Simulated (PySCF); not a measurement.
## Identify the compound

Molecular formula: C$_{5}$H$_{9}$FO$_{2}$Si. Simulated spectra:

1H NMR (600 MHz, computed): δ 12.32 (m, 1H), 5.31 (m, 1H), 4.83 (m, 1H), 2.62 (s, 3H), 1.64 (m, 3H).

13C{1H} NMR (computed): δ 247.8 (CH), 242.4 (C), 87.1 (CH), 43.9 (CH3), 20.9 (CH3).

Computed data (PySCF): GFN2-xTB geometry, σ from GIAO-PBE0/pcSseg-1. In vacuum, one computed conformer, no relativistic terms, rapidly exchanging positions averaged.

δ = σ(ref) − σ, references computed at the same level: 1H (σref 31.72), 13C (σref 186.93) against TMS.

Which of these isomers gave the spectra?
A. COC[SiH2]/C(F)=C\C=O
B. CC(=O)[Si@@H](C=O)[C@@H](C)F
C. CO[SiH2]CC(=C=O)CF

Answers

B. 

Rings plus π bonds: 2 (no ring in the answer). 5 carbon signals for 5 carbons: no two carbons are equivalent. Carbon types of the structure: 1 × C, 2 × CH, 2 × CH3, leaving 1 H on heteroatoms. δC 247.8, 242.4: carbonyl carbon. δC 87.1: sp3 CH bonded to F and Si; the inductive effect lowers its shielding. δC 43.9: methyl carbon α to a carbonyl; the adjacent C=O deshields it moderately. δH 12.32: hydrogen on a carbonyl carbon. δH 5.31: hydrogen on an sp3 CH bonded to F and Si; its carbon carries F, which withdraws density.

The others: COC[SiH2]/C(F)=C\C=O has carbons computed at 199.2, 195.7, 136.5, 65.2, 64.0, with a different DEPT pattern; CO[SiH2]CC(=C=O)CF would give 4 signals for carbon-bound and other non-exchanging H, not 5.

Splittings by 19F in the carbon and heteronuclear signals aren't shown, as no couplings were computed. Shifts are as computed. Against solution values, carbons near 30 ppm lie about +3 ppm off and those near 130 ppm about +5 ppm. Of 1309 compounds with measured shifts, 239 miss one by over three times the rms of a fit or turn the order of signals round; such compounds aren't used in these exercises. Multiplicities follow the n + 1 count of equivalent neighbours, as no J values were calculated; m marks all less simple cases, F and P coupling included.
